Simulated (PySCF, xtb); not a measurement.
C5H5I, SMILES IC1=CCC=C1. The values are those of a single conformer.

Harmonic wavenumbers (cm⁻¹) from GFN2-xTB in xtb at its own minimum, in rising order: 181, 219, 307, 336, 538, 733, 757, 774, 822, 867, 889, 985, 1032, 1043, 1088, 1127, 1193, 1248, 1320, 1386, 1554, 1625, 2952, 2978, 3138, 3152, 3154.

Problem. What does PBE0-D3(BJ)/def2-SVP (PySCF 2.14.0) give at its own minimum? (An estimate is asked for; the answer gives what the named calculation found.)

Solution. 177, 227, 306, 349, 576, 703, 752, 810, 840, 908, 955, 964, 993, 1081, 1106, 1130, 1228, 1296, 1362, 1388, 1595, 1660, 3048, 3091, 3241, 3263, 3265. Paired by order, the mean absolute difference is 41 cm⁻¹ and the zero-point energies are 50.6 and 51.9 kcal/mol.
